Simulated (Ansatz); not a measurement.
Reaction (SMILES): F[SiH] (F-SiH) (closed-shell singlet) → F atom + H atom + Si atom
B3LYP-D3(BJ)/def2-TZVP geometries, fixed; electronic energies without zero-point terms.

Basis-set convergence of the atomisation energy at PBE with Ansatz (a quantum-chemistry and plane-wave program). All functions are spherical. The program fits the integrals of some runs and decomposes those of others, by size. Open shells are unrestricted. No added dispersion term, no relativity. Functions are those of the species that has most. Reference: the value in pcseg-4, 219.22 kcal/mol, itself unsure by roughly 0.03 kcal/mol (its mean distance from aug-pcseg-3, aug-cc-pV(Q+d)Z, cc-pV(5+d)Z). Deviations are taken from unrounded values.

```
basis        functions
-----------  ---------
def2-SV(P)          34
def2-SVP            37
def2-SVPD           55
def2-TZVP           74
def2-TZVPP          87
def2-TZVPD          92
def2-TZVPPD        105
def2-QZVPP         157
def2-QZVPPD        175
```

Task: Which is the smallest def2 set listed that can be trusted to 2 kcal/mol here, that is, within that of the reference together with its larger relatives (same family, alike in diffuse functions; a set with none to test it counts only in the reference's own line)?

Result: The smallest set listed that lies within 2 kcal/mol of the reference with all its larger relatives (same family, alike in diffuse functions; a set with none counts only in the reference's own line) is def2-TZVP (74 functions, -0.97 kcal/mol off). Value minus reference: def2-SV(P) -5.24, def2-SVP -4.44, def2-SVPD -4.91, def2-TZVP -0.97, def2-TZVPP -0.83, def2-TZVPD -0.89, def2-TZVPPD -0.77, def2-QZVPP -0.28, def2-QZVPPD -0.30 kcal/mol.
